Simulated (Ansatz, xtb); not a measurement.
Species: BN, charge 0, multiplicity 3. 
Coordinates optimised at B3LYP-D3(BJ)/def2-TZVP (Ansatz, a quantum-chemistry and plane-wave program):
```
B
N 1 1.3180
```
Charge 0, spin multiplicity 3.

Harmonic wavenumbers from GFN2-xTB (xtb, at its own minimum), cm⁻¹: 1873.

### Question
Give the harmonic wavenumbers at B3LYP-D3(BJ)/def2-TZVP (Ansatz, finite differences of forces, unscaled).

### Answer
1573 cm⁻¹. Zero-point energy 2.2 kcal/mol.

### Question
From these and the geometry, give the ideal-gas thermochemistry at 298.15 K and 1 atm (rigid rotor, harmonic oscillator).

### Answer
Point group C∞v, rotational symmetry number 1. Rotational constants 47.68, 47.68 GHz. S(trans) 35.56, S(rot) 11.66, S(vib) 0.01, S(elec, spin only) 2.18, S 49.4 cal/(mol K). H(298) - H(0) 2.08 kcal/mol; G - E(el) -10.4 kcal/mol.
